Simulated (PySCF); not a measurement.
PySCF 2.14 output of a UHF calculation on a single atom or ion in def2-SVP, with the non-relativistic Hamiltonian (point nucleus):

```
SCF conv_tol = 1e-09
number electrons alpha = 9  beta = 8
cycle= 1 E= -526.08601484665  delta_E= -0.00386  |g|= 0.0244  |ddm|= 0.0541
cycle= 2 E= -526.086345857541  delta_E= -0.000331  |g|= 0.00725  |ddm|= 0.0161
cycle= 3 E= -526.086378391631  delta_E= -3.25e-05  |g|= 0.000307  |ddm|= 0.00693
cycle= 4 E= -526.086378465205  delta_E= -7.36e-08  |g|= 4.4e-05  |ddm|= 0.000519
cycle= 5 E= -526.086378466617  delta_E= -1.41e-09  |g|= 1.24e-05  |ddm|= 8.13e-05
cycle= 6 E= -526.086378466741  delta_E= -1.24e-10  |g|= 1.32e-06  |ddm|= 3.07e-05
converged SCF energy = -526.086378466741  <S^2> = 0.75523559  2S+1 = 2.0052288
```

The run itself started from symmetry-adapted Hartree-Fock orbitals and held the occupation by maximum overlap, so the iterations belong to that start.

Q: Which element, charge and spin multiplicity is this?

A: Ar⁺ (argon, charge +1), multiplicity 2; the state was [Ne] 3s2 3p5, 2P determinant.
